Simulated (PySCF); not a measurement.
# Structure revision by computed shifts

A compound C6H11ClOSi gives the data below (simulated from a calculation) and was assigned the structure `C=C[C@@H]1C[Si@@H](Cl)CCO1`.

13C{1H} NMR (computed): δ 82.5 (CH), 69.3 (C), 51.7 (CH2), 50.1 (CH2), 46.3 (CH2), 40.6 (CH).

1H NMR (600 MHz, computed): δ 4.97 (s, 3H), 4.26 (m, 1H), 2.34 (m, 1H), 2.12 (m, 1H), 2.06 (m, 1H), 1.75 (m, 1H), 1.72 (m, 1H), 1.58 (m, 1H), 1.41 (m, 1H).

One averaged value for each set of equivalent atoms, one conformer, no relativistic terms, gas phase. Coordinates at the PBE0-D3(BJ)/def2-SVP level; shielding tensors at PBE/pcSseg-1 (GIAO); PySCF.

Shifts are taken against calculated references (same method and geometry level): TMS for 1H (σref 31.20), 13C (σref 180.03).

Q: Compare with the shifts computed for the proposed structure, pairing carbons in order of shift.

A: Structure with atom numbers: `[CH2:1]=[CH:2][C@@H:3]1[CH2:4][Si@@H:5]([Cl:6])[CH2:7][CH2:8][O:9]1` (H(Xn): hydrogen on atom n).

| atom | computed for proposal | given list | difference |
| --- | --- | --- | --- |
| C2 | 150.1 | 82.5 | +67.6 |
| C1 | 118.0 | 69.3 | +48.7 |
| C3 | 83.9 | 51.7 | +32.2 |
| C8 | 69.0 | 50.1 | +18.9 |
| C4 | 26.7 | 46.3 | -19.6 |
| C7 | 18.6 | 40.6 | -22.0 |

The rms difference is 39.2 ppm and the largest +67.6 ppm at C2 (alkene CH). The carbon types in order of shift don't match either: CH, CH2, CH, CH2, CH2, CH2 for the proposal against CH, C, CH2, CH2, CH2, CH in the data. The proposal doesn't fit.

Q: Which isomer fits?

A: SMILES C1[C@]2(Cl)C[C@@H](O[SiH3])[C@H]1C2.

- Carbon types of the structure: 1 × C, 2 × CH, 3 × CH2, leaving 3 H on heteroatoms.
- δC 82.5: sp3 CH bonded to O; deshielded by the electronegative neighbour.
- δC 69.3: fully substituted sp3 carbon bonded to Cl; deshielded by the electronegative neighbour.
- δC 40.6: sp3 CH in a ring; saturated and bonded to C and H only.
- δH 4.26: hydrogen on an sp3 CH bonded to O; its carbon carries O, hence the downfield position.

Other isomers checked: C=C[C@@H]1C[Si@H](Cl)CCO1 (rms 39.4 ppm).

The shifts were computed for this structure.

Carbons that carry Cl, above all several Cl atoms, come out too deshielded, partly because spin–orbit coupling is missing. Shifts are as computed. Against solution values, carbons near 30 ppm lie about +2 ppm off and those near 130 ppm about +2 ppm. Of 1309 compounds with measured shifts, 239 miss one by over three times the rms of a fit or turn the order of signals round; such compounds aren't used in these exercises. Multiplicities follow the n + 1 count of equivalent neighbours, as no J values were calculated; m marks all less simple cases, F and P coupling included.
